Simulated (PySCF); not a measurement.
**Running PySCF for RbSe**

File input.py (PySCF 2.14):

```python
from pyscf import gto, scf, mp

mol = gto.M(
    atom='Rb 0 0 0; Se 0 0 3.396',
    basis='lanl2dz',
    ecp={'Rb': 'lanl2dz', 'Se': 'lanl2dz'},
    charge=0,
    spin=1,
    verbose=3,
)
mf = scf.UHF(mol)
mf.kernel()
mp.MP2(mf).kernel()
mf.dip_moment()
print('orbital energies (hartree):', [e[max(0, n-3):n+3].round(4) for e, n in zip(mf.mo_energy, mol.nelec)])
```

```bash
$ OMP_NUM_THREADS=1 python input.py
```

It prints (some set-up lines and the per-cycle HOMO/LUMO lines with their warnings removed):

```
converged SCF energy = -32.6325722137206  <S^2> = 0.7569156  2S+1 = 2.0069037
E(UMP2) = -32.6519325671414  E_corr = -0.0193603534208334
E(SCS-UMP2) = -32.6524982094304  E_corr = -0.0199259957098
Dipole moment(X, Y, Z, Debye): -0.00000, -0.00000, -14.04016
orbital energies (hartree): [array([-0.2884, -0.2474, -0.2391, -0.0167,  0.0164,  0.0187]), array([-0.6406, -0.2145, -0.2101, -0.0167,  0.013 ,  0.0188])]
```

In short: E(SCF) = -32.632572 Eh, E(MP2) − E(SCF) = -0.01936 Eh, ⟨S²⟩ = 0.757, μz(SCF) = -14.04 D.

Hardware: Intel Xeon Platinum 8488C, 1 thread, shared host. Wall time 1.6 s, peak memory 0.12 GiB.

The bond length is a typed value, not an optimised one. No search for the lowest solution was made.
